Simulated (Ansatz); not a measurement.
H2Se, SMILES [SeH2] (connectivity only; charge and spin as stated), charge +1, multiplicity 2.

The structure is a stationary point at B3LYP-D3(BJ)/def2-TZVPD. The multiplicity is an assumed one; other spin states were not compared.

Two levels are set side by side: PBE/def2-TZVPD (Ansatz, an electronic-structure program) and PBE0/def2-TZVPD (Ansatz). Energy differences of separate SCF runs at the same geometry; the states with an electron removed or added have multiplicity 1 and 1. Differences are taken from unrounded values.

| quantity | PBE |
|---|---|
| vertical ionisation energy (eV) | 19.93 |
| vertical electron affinity (eV) | 9.77 |

Question: These are the PBE values. What does PBE0 give? (The exact figures need the calculation; the answer reports its results.)

Answer: 
```json
[
 {"quantity": "vertical ionisation energy (eV)", "PBE0": "20.01", "PBE minus PBE0": "-0.08"},
 {"quantity": "vertical electron affinity (eV)", "PBE0": "9.77", "PBE minus PBE0": "0.00"}
]
```

Here PBE gives about what the other level gives.
